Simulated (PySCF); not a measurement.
# Basis and Hamiltonian dependence of the excitation energy of Sc

Sc [Ar] 3d1 4s2 (2D) → Sc [Ar] 4s2 4p1 (2P). All values are computed (PySCF 2.14, energy differences of UHF-based or UKS calculations, no spin-orbit coupling). Values in eV.

| basis | Hamiltonian | functions | UHF | MP2 (valence) |
| --- | --- | --- | --- | --- |
| aug-cc-pVDZ | non-relativistic | 59 | 3.125 | 3.083 |
| x2c-TZVPPall | spin-free X2C | 64 | 2.881 | 2.837 |
| def2-TZVPPD | non-relativistic | 67 | 2.995 | 2.933 |
| x2c-TZVPPall with one added diffuse shell each of s, p, d, f type | spin-free X2C | 80 | 2.849 | 2.797 |
| aug-cc-pVTZ | non-relativistic | 93 | 2.997 | 2.935 |
| x2c-QZVPPall | spin-free X2C | 96 | 2.884 | 2.832 |
| aug-cc-pVTZ with one added diffuse shell each of s, p, d, f, g type | non-relativistic | 118 | 2.997 | 2.934 |
| x2c-QZVPPall with one added diffuse shell each of s, p, d, f, g type | spin-free X2C | 121 | 2.883 | 2.830 |
| aug-cc-pVQZ-DK | spin-free X2C | 140 | 2.872 | 2.819 |
| aug-cc-pwCVTZ-DK with one added diffuse shell each of s, p, d, f, g type | spin-free X2C | 152 | 2.872 | 2.824 |

Frozen in the all-electron rows: valence: [Ar].

Non-relativistic rows lack the scalar-relativistic shift.

Reference for a calculation without spin-orbit coupling: 2.319 eV (measured, between term centres; NIST).
